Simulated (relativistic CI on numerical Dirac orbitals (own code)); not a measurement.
**Hyperfine structure of Yb49+, mass number 171**

Method of calculation: Dirac-Coulomb-Breit CI, orbitals from a KLI potential per configuration, QED by a radiative potential, unscaled Slater integrals (own radial code, finite nucleus).

CI space (outside the closed core [Ne]): 3s2 3p6 3d3, 3s2 3p5 3d4, 3s 3p6 3d4, 3s2 3p6 3d2 4s, 3s2 3p6 3d2 4p, 3s2 3p6 3d2 4d, 3s2 3p5 3d3 4s, 3s2 3p6 3d2 4f, 3s2 3p5 3d3 4p, 3s 3p6 3d3 4s, 3p6 3d4 4p, 3p6 3d5, 3p5 3d6, 3p5 3d5 4s, 3p6 3d4 4s, 3p5 3d4 4s2, 3s2 3p6 3d 4s2, 3s2 3p6 4s2 4p, 3s2 3p6 4s2 4d. Double excitations out of closed p, d and f shells are left out; levels of such configurations are missing from the list, as are those of other unlisted configurations, and high levels can miss mixing partners. These lack a partner that the ground configuration has and come out too high: 3s2 3p5 3d3 4p.

Nuclear spin I = 1/2, μ = 0.4923 μN (tables of Stone and Pyykkö). The electronic factors are computed for point nuclear moments, without core polarisation or the Bohr-Weisskopf and QED corrections.

| Level | E (cm⁻¹) | A (MHz) |
| --- | --- | --- |
| 3s2 3p6 3d3 4F_5/2 | 390646 | 50320 |
| 3s2 3p6 3d3 4P_1/2 | 483662 | -31720 |
| 3s2 3p6 3d3 4F_7/2 | 851843 | 41640 |
| 3s2 3p6 3d3 4F_9/2 | 885460 | 43290 |
| 3s2 3p6 3d3 2P_1/2 | 951235 | -13090 |
| 3s2 3p6 3d3 2H_11/2 | 960021 | 48420 |

Levels with J = 0, under 50 % of one LS term, or S terms without an open s electron are left out. Small factors come from cancelling terms and can be off by tens of per cent or more.

At this charge energies of transitions that change n are usually good to better than 1 %, and those within a shell (Δn = 0) to a few per cent.

Question: Give the hyperfine levels of 3s2 3p6 3d3 4F_5/2 relative to its centre of gravity.

Answer: With K = F(F + 1) − I(I + 1) − J(J + 1), E = AK/2: F = 2: -88060, F = 3: 62900 MHz.

LS names give the leading component of a level, which can be under half, so a name can repeat, a term be missing and a line seem to break the LS rules.
